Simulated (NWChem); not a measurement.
# CHBrF$_{2}$; SMILES C(F)(F)Br

Program: NWChem. Pople sets run with spherical d functions. This build's default masses of Se (78.918 u) and Br (79.917 u) are each other's, which moves their modes by up to 0.6 %. Each level has its own optimisation. Entropies are gas-phase, rigid-rotor, harmonic values for NWChem's default masses at 298.15 K and 1 bar, so the errors hold that model's part too (torsions, anharmonicity).

Measured entropy at 1 bar: 70.5 cal/(mol K) (CRC Handbook, as tabulated in the package chemicals).

```json
[
 {"level": "Hartree-Fock/STO-3G", "entropy at 1 bar (cal/(mol K))": "69.6", "computed − measured": "-0.9"},
 {"level": "Hartree-Fock/3-21G", "entropy at 1 bar (cal/(mol K))": "70.1", "computed − measured": "-0.4"},
 {"level": "Hartree-Fock/6-31G*", "entropy at 1 bar (cal/(mol K))": "69.5", "computed − measured": "-1.0"},
 {"level": "B3LYP/6-31G*", "entropy at 1 bar (cal/(mol K))": "70.2", "computed − measured": "-0.3"},
 {"level": "LDA (Slater exchange, VWN5)/def2-SVP", "entropy at 1 bar (cal/(mol K))": "70.1", "computed − measured": "-0.4"},
 {"level": "PBE/def2-SVP", "entropy at 1 bar (cal/(mol K))": "70.4", "computed − measured": "-0.1"},
 {"level": "BLYP/def2-SVP", "entropy at 1 bar (cal/(mol K))": "70.6", "computed − measured": "+0.1"},
 {"level": "PBE0/def2-SVP", "entropy at 1 bar (cal/(mol K))": "69.9", "computed − measured": "-0.6"}
]
```
